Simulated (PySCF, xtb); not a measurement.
TaBr5, SMILES [Br][Ta]([Br])([Br])([Br])[Br], multiplicity 1.

GFN2-xTB run with xtb at its own geometry gives an orbital gap of 2.10 eV and a dipole moment of 0.00 D.

Geometry optimised at B3LYP-D3(BJ)/def2-SVP. The multiplicity is an assumed one; other spin states were not compared. The isomer is the one that the SMILES or the coordinates give; other isomers of the formula were not compared. The def2 effective core potentials stand for the cores of Ta; spin–orbit coupling is left out.

Problem. What does PBE0/def2-TZVP (PySCF) give? (Estimate from the structure and the level; the computed values follow.)

Solution. gap 4.37 eV (levels -8.33 and -3.96 eV), dipole 0.00 D.
